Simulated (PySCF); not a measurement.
# [C8H6FN]+: g tensor and hyperfine couplings

Species: C8H6FN (charge +1 and doublet state).
Structure used (GFN2-xTB), in Å, numbered top down from 1:
```xyz
16
C8H6FN angstrom
C     -1.5984    1.4040    0.0462
C     -0.5959    0.3417   -0.0214
C     -0.9650   -1.0098   -0.3097
F     -2.2407   -1.2601   -0.5194
C     -0.0426   -2.0408   -0.3691
C      1.2952   -1.7591   -0.1460
C      1.7131   -0.4457    0.1423
C      0.7852    0.5792    0.1990
C      1.2162    1.9012    0.4863
N      1.5492    2.9678    0.7213
H     -1.5977    1.8784    1.0372
H     -1.3338    2.2324   -0.6240
H     -2.6013    1.0485   -0.1811
H     -0.3814   -3.0421   -0.5917
H      2.0310   -2.5486   -0.1964
H      2.7594   -0.2381    0.3150
```

The species is `C[C+]1[C](F)C=CC=C1C#N` [radical] (charge +1).

Computed with UKS B3LYP, pcH-1 on C F H N, non-relativistic, mean-field spin-orbit, GIAO (PySCF 2.14.0). Isolated species at its GFN2-xTB geometry, gas phase. GFN2-xTB frequencies show an imaginary mode (77i cm⁻¹), so this geometry is no minimum at that level. A GFN2-xTB geometry isn't a minimum of the functional, and hyperfine couplings can be far from their values at a DFT geometry, by a factor of two or more for some ions and for spin on atoms past the first row. No stability test was run, so a lower SCF solution isn't excluded.

```
g1, g2, g3                      : 2.00209, 2.00333, 2.00401
g_iso                           : 2.00314
Form of g                       : rhombic: the two nearest values differ by 36 % of g3 − g1
⟨S²⟩                            : 0.7628 (exact 0.7500)
HOMO–LUMO gap, α and β orbitals : 5.58, 1.53 eV
Basis functions                 : 310
```

Isotropic coupling and dipolar principal values T1 to T3, in MHz:

```tsv
atom	isotope	a_iso	T1	T2	T3	Mulliken spin population
C1	13C	-15.2	-4.8	-2.7	7.6	-0.01
C2	13C	23.1	-32.0	-30.5	62.4	0.38
C3	13C	11.4	-25.1	-22.8	47.9	0.24
F4	19F	69.0	-161.1	-156.7	317.8	0.06
C5	13C	-20.4	-13.3	6.3	7.0	-0.11
C6	13C	16.5	-22.8	-21.6	44.4	0.27
C7	13C	9.7	-17.3	-16.4	33.7	0.21
C8	13C	-20.9	-10.2	4.5	5.7	-0.11
C9	13C	2.9	-0.9	0.0	0.9	0.02
N10	14N	-0.5	-1.5	0.4	1.1	-0.02
H11	1H	108.1	-4.8	-2.9	7.7	0.04
H12	1H	98.5	-4.8	-2.7	7.5	0.04
H13	1H	-0.9	-3.0	-1.0	3.9	0.00
H14	1H	4.1	-3.1	0.5	2.6	0.00
H15	1H	-18.7	-11.3	-2.4	13.7	-0.01
H16	1H	-14.5	-9.0	-2.5	11.6	-0.01
```

The Mulliken spin populations are largest on C2 (+0.38), C6 (+0.27), C3 (+0.24) and C7 (+0.21). Four atoms exceed +0.15. The positive populations add up to 1.27 and the negative ones to -0.27, together 2S = 1.

The SMILES `C[C+]1[C](F)C=CC=C1C#N` draws the unpaired electron on C3, whose computed spin population is only +0.24.

Axes: g2 points within 15° of the C1–C2 bond and g3 points within 15° of the C6–C7 bond.

Under fast tumbling the dipolar parts average out, and these isotropic splittings remain: 1 × 19F (F4, I = 1/2, 2 lines) with 2.46 mT, 3 × 1H (H11/H12/H13, I = 1/2, 4 lines) with 2.45 mT, 1 × 1H (H15, I = 1/2, 2 lines) with 0.67 mT, 1 × 1H (H16, I = 1/2, 2 lines) with 0.52 mT and 1 × 1H (H14, I = 1/2, 2 lines) with 0.14 mT.

Nuclei that the bonding pattern makes equivalent are averaged, as if the motion that swaps them (rotation, inversion, ring flip) were fast. The three 1H nuclei of mean +68.6 MHz run from -0.9 to 108.1 MHz in the frozen geometry.

The 13C coupling of C2 (23.1 MHz) shows only in satellite lines or after enrichment, since that isotope makes up about 1.07 % of natural carbon.

The spin density at the nucleus, in bohr⁻³, is negative for C8 (-0.0186), C5 (-0.0181) and C1 (-0.0135), for instance. A restricted open-shell determinant has no negative spin density anywhere; here it arises because α and β orbitals differ (spin polarisation).
